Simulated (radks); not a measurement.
The numbers below are computed, except where a source is named.
Ionisation of neutral lutetium, [Xe] 4f14 5d1 6s2, to [Xe] 4f14 6s2 as the strength of local exchange is varied. Code: a radial shooting solver on a logarithmic mesh with Libxc functionals. Model: Dirac Kohn-Sham, Slater X-alpha exchange (alpha = 2/3 is LDA exchange), no correlation, spin-unpolarised, spherical densities, finite nucleus; open shells fill j = l - 1/2 first; Fermi nuclear charge, rms radius 5.37 fm.

| alpha | E(Lu) (hartree) | exchange (hartree) | IE (eV) | -e of the level emptied (eV) | <r> of it (bohr) |
|---|---|---|---|---|---|
| 0.667 | -14563.2401 | -285.9667 | 4.583 | 1.110 (5d3/2) | 2.970 |
| 0.674 | -14566.2416 | -289.0343 | 4.644 | 1.153 (5d3/2) | 2.951 |
| 0.689 | -14572.6757 | -295.6124 | 4.775 | 1.247 (5d3/2) | 2.914 |
| 0.823 | -14630.2940 | -354.6526 | 6.023 | 2.189 (5d3/2) | 2.644 |
| 0.841 | -14638.0529 | -362.6211 | 6.201 | 2.328 (5d3/2) | 2.614 |
| 0.87 | -14650.5630 | -375.4781 | 6.492 | 2.559 (5d3/2) | 2.569 |

NIST Atomic Spectra Database: 5.426 eV (measured). The Delta-SCF value meets it near alpha = 0.76. Spin polarisation and multiplet splitting are left out, so open shells lie too high by an amount that depends on their filling.

Beside tabulated values, note that spin-unpolarised runs miss the spin-polarisation part of the exchange energy of open shells.
